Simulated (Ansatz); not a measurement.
Molecule: sum formula GeHBr2 (charge 0, doublet). It need not be the lowest isomer of its formula. 
Geometry from a B3LYP-D3(BJ)/def2-TZVP (Ansatz, a program for electronic structure) optimisation:
SMILES: [GeH]([Br])[Br]
```xyz
4

Br     1.9116    -0.3697    -0.1977
Ge    -0.0101     0.7737     0.4788
Br    -1.9020    -0.3986    -0.2317
H     -0.0136     2.1341    -0.2902
```
Charge 0, spin multiplicity 2.

Wanted: atomisation energy (electronic, to ground-state atoms), in kcal/mol. Correlated levels leave the core frozen unless marked. Open shells are spin-unrestricted. No spin-orbit coupling. The frozen core is the preceding noble-gas configuration, with the filled d and f shells of earlier blocks. No relativistic terms. The coupled-cluster limit lacks core correlation, which all-electron functionals hold. CBS(X,Y): correlation extrapolated as X^-3; Hartree-Fock from the larger set (for Q and 5 zeta extrapolated as (X+1)exp(-9√X)). [CCSD(T)-MP2]/basis is that difference in the basis named.

| level | program | atomisation energy (kcal/mol) |
|---|---|---|
| HF/6-31G | Ansatz | 115.1 |
| HF/6-31G* | Ansatz | 140.6 |
| HF/cc-pVQZ | Ansatz | 145.1 |
| PBE-D4/def2-TZVPD | Ansatz + dftd4 | 216.3 |
| r2SCAN-D3(BJ)/def2-TZVPD | Ansatz + dftd3 | 217.1 |
| PBE0/6-31G* | Ansatz | 204.7 |
| PBE0-D3(BJ)/def2-TZVPD | Ansatz + dftd3 | 211.7 |
| CAM-B3LYP-D3(BJ)/def2-TZVPD | Ansatz + dftd3 | 205.0 |
| B2GP-PLYP/def2-TZVPD | Ansatz | 202.9 |
| B2PLYP-D3(BJ)/def2-TZVPD | Ansatz + dftd3 | 205.9 |
| SCS-MP2/6-31G | Ansatz | 146.3 |
| SCS-MP2/cc-pVTZ | Ansatz | 198.1 |
| CCSD/STO-3G | Ansatz | 246.2 |
| CCSD/cc-pV5Z | Ansatz | 201.2 |
| CCSD/CBS(cc-pVTZ,cc-pVQZ) | Ansatz | 203.3 |
| CCSD(T)/aug-cc-pVTZ | Ansatz | 200.6 |
| CCSD(T)/cc-pVTZ | Ansatz | 198.2 |
| RI-MP2/CBS(cc-pVTZ,cc-pVQZ)+[CCSD(T)-MP2]/cc-pVDZ | Ansatz | 208.7 |
| RI-MP2/CBS(aug-cc-pVTZ,aug-cc-pVQZ)+[CCSD(T)-MP2]/aug-cc-pVQZ | Ansatz | 209.4 |
| CCSD(T)/CBS(cc-pVTZ,cc-pVQZ) | Ansatz | 209.5 |
| CCSD(T)/CBS(cc-pVQZ,cc-pV5Z) | Ansatz | 209.7 |
